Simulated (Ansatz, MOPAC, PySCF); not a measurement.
Torsion H5–O1–B2–I4 in BH2IO2 (SMILES OB(O)I); at each angle all else is relaxed with GFN2-xTB, and the levels are single points there.
Geometry at 0° (charge 0, multiplicity 1):
```xyz
6

O      0.21494     1.34836    -0.18959
B      0.22308     0.02201    -0.12121
O      0.14626    -0.67879    -1.24683
I      0.35989    -0.98375     1.79775
H      0.26900     1.87885     0.60355
H      0.15017    -1.63428    -1.22870
```

On the grid 0° to 330°, 90° is the highest and 0° the lowest point at MP2/CBS(def2-TZVPP, def2-QZVPP) + ΔCCSD(T)/def2-TZVPP.

Frozen-core correlation. Filled d and f shells under p-block atoms count as core. The state reached by PM3 isn't checked.

The values were computed with Ansatz (Gaussian basis) for Hartree–Fock, density functionals and correlated methods; MOPAC for PM3 (differences of heats of formation); PySCF for the dispersion terms. Each number belongs to the level named beside it. In def2 rows elements past Kr take small-core potentials, without spin–orbit coupling.

```tsv
level	energy at 90° less that at 0° (kcal/mol)
PM3	7.77
HF/def2-TZVPP	8.55
PBE-D3(BJ)/def2-TZVPP	8.64
BLYP-D4/def2-TZVPP	?
r2SCAN/def2-TZVPP	8.79
r2SCAN-D3(BJ)/def2-TZVPP	8.80
PBE0/def2-TZVPP	8.69
CCSD/def2-SVP	9.21
CCSD(T)/def2-TZVPP	9.23
```

Complete the blanks.


- BLYP-D4/def2-TZVPP, energy at 90° less that at 0° (kcal/mol): 8.38

Ansatz is a quantum-chemistry and plane-wave program.
